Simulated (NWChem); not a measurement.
Species: C$_{2}$H$_{5}$ClSi; SMILES C=C[SiH2]Cl

```xyz
9

Si    -0.7156    -0.0425    -0.1015
Cl     0.3924    -1.7636     0.3193
C      0.4036     1.4032    -0.4398
C      0.3982     2.5009     0.3289
H     -1.5598     0.2582     1.0807
H     -1.5616    -0.3752    -1.2741
H      1.0757     1.3709    -1.2983
H      1.0361     3.3590     0.1221
H     -0.2452     2.5915     1.2025
```
Atoms are numbered in this order, from 1.

Results from NWChem. Geometry optimised at B3LYP/6-31G*; all other runs use it. Pople sets run with spherical d functions.

```csv
quantity,level,value
solvation free energy (kcal/mol) in water,"B3LYP/6-31G*, SMD",0.8
"anisotropy (bohr³), static",PBE/def2-SVPD,27.7
−ε(HOMO) (eV),PBE/def2-SVP,7.08
"vertical, lowest excitation, singlet (eV)","PBE/def2-SVPD, TDA",5.45
dipole (D),B3LYP/6-31G*,2.52
highest harmonic frequency (cm⁻¹),B3LYP/6-31G*,3222
```
